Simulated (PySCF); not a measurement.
A GIAO shielding run with PySCF (density fitting, non-relativistic, gas phase) on `InChI=1S/C5H13N.Al.3H/c1-4-5-6(2)3;;;;/h4-5H2,1-3H3;;;;`:

```
$ OMP_NUM_THREADS=1 python probes_run.py task.json out

{"job": {"kind": "nmr", "xc": "PBE0", "basis": "pcSseg-1"}, "charge": 0, "multiplicity": 1}
C      2.910090     0.211953     0.563998
C      1.606735     0.291719    -0.215031
C      0.468758    -0.348626     0.558391
N     -0.869858    -0.251267    -0.065680
C     -1.853395    -0.854054     0.844991
C     -0.922881    -0.928609    -1.367202
Al    -1.458662     1.733660    -0.330359
H      3.735935     0.666947    -0.001518
H      3.191600    -0.831605     0.780347
H      2.834231     0.742717     1.526027
H      1.358530     1.343598    -0.429472
H      1.732464    -0.200570    -1.192868
H      0.689968    -1.419446     0.739431
H      0.386541     0.136752     1.543509
H     -1.858430    -0.301232     1.794768
H     -2.854656    -0.789751     0.400348
H     -1.602722    -1.911144     1.043541
H     -0.653589    -1.995157    -1.266505
H     -1.942276    -0.850698    -1.769508
H     -0.240085    -0.443379    -2.074717
H     -3.023406     1.485668    -0.615205
H     -1.054105     2.321710     1.113423
H     -0.583382     2.209454    -1.591534
```

Hardware: 1 thread of an Arm Neoverse V1, shared host. The job also computes population analyses, field gradients.

Question: How large is the calculation?

Answer: 66 electrons, 206 basis functions and 1084 auxiliary functions.

Question: How long does it take, and how much memory does it need?

Answer: 37 s of wall time, with 12 SCF cycles and 4 response iterations; peak memory 0.89 GiB. Times on a shared host scatter by some tens of per cent.

Question: And these other runs on the same molecule and hardware: GIAO shielding at B3LYP/pcSseg-1?

Answer: B3LYP/pcSseg-1: 206 functions, 34 s.
